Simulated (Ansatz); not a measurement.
Compare A (`FC(F)=CC(F)F`) with its isomer B (`FCC(F)=C(F)F`).

Gas-phase electronic energies from Ansatz, PBE0-D4/def2-TZVP geometries. CCSD(T)/CBS is the MP2 limit (def2-TZVPP, def2-QZVPP) plus CCSD(T) − MP2 in def2-TZVPP, frozen cores. DFT in def2-TZVPP. B3LYP here is the variant with VWN-RPA as its local correlation; programs differ in this. One conformer a species, not always the lowest.

(1) Which is lower in electronic energy at CCSD(T)/CBS, and by how much? (Estimate.)

(2) Give E(B) − E(A) in kJ/mol with PBE-D4, B3LYP-D4, LDA (SPW92), BLYP-D4, PBE0-D4, MP2/def2-TZVPP, CCSD(T)/def2-TZVPP. (An estimate is asked.)

(3) Does the order hold for the free energy at 298.15 K (harmonic terms from PBE0-D4)? (Best estimate.)

Largest T1 diagnostic: 0.012.

## Answers

(1) Ansatz gave: A, by 63.1 kJ/mol.

(2) The calculation gave: PBE-D4 56.8, B3LYP-D4 58.6, LDA (SPW92) 59.1, BLYP-D4 55.3, PBE0-D4 60.4, MP2/def2-TZVPP 67.9, CCSD(T)/def2-TZVPP 64.6. None reverses the order clearly.

(3) The calculation gave: Yes: G(B) − G(A) = +63.3 kJ/mol, for one conformer each. Modes under 60 cm⁻¹, often nearly free rotors, make the harmonic entropy too high.

From BLYP to BHLYP (50 % exact exchange), in def2-TZVPP and without D4, E(B) − E(A) moves by +7.9 kJ/mol. At CCSD(T), def2-SVP lies +6.5 kJ/mol from the extrapolated value and def2-TZVPP +1.4 kJ/mol.
